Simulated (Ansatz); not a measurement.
Basis-set series for `[Cl][GaH][CH2][GeH3]`. The species carries charge 0 and has multiplicity 1. The structure was optimised at the PBE0-D4/def2-TZVP level. It is one conformer, not always the lowest.

| functional | basis | functions | energy (Eh) | HOMO (eV) | LUMO (eV) |
| --- | --- | --- | --- | --- | --- |
| PBE0-D4 | def2-SVP | 126 | -4502.42741 | -8.00 | -1.38 |
| PBE0-D4 | def2-TZVPP | 253 | -4503.13911 | -8.09 | -1.48 |
| ωB97M-V | def2-SVP | 126 | -4502.86029 | -10.12 | 0.37 |
| ωB97M-V | def2-TZVPP | 253 | -4503.57182 | -10.24 | 0.21 |

Problem. Give the rows for def2-QZVPP. (Estimate.)

Solution. Ansatz gave: 
```
functional       basis  functions  energy (Eh)  HOMO (eV)  LUMO (eV)
   PBE0-D4  def2-QZVPP        485  -4503.24359      -8.10      -1.52
   ωB97M-V  def2-QZVPP        485  -4503.67332     -10.26       0.06
```

Positive LUMOs are unbound and depend on the basis. Scalar relativity is left out up to krypton.
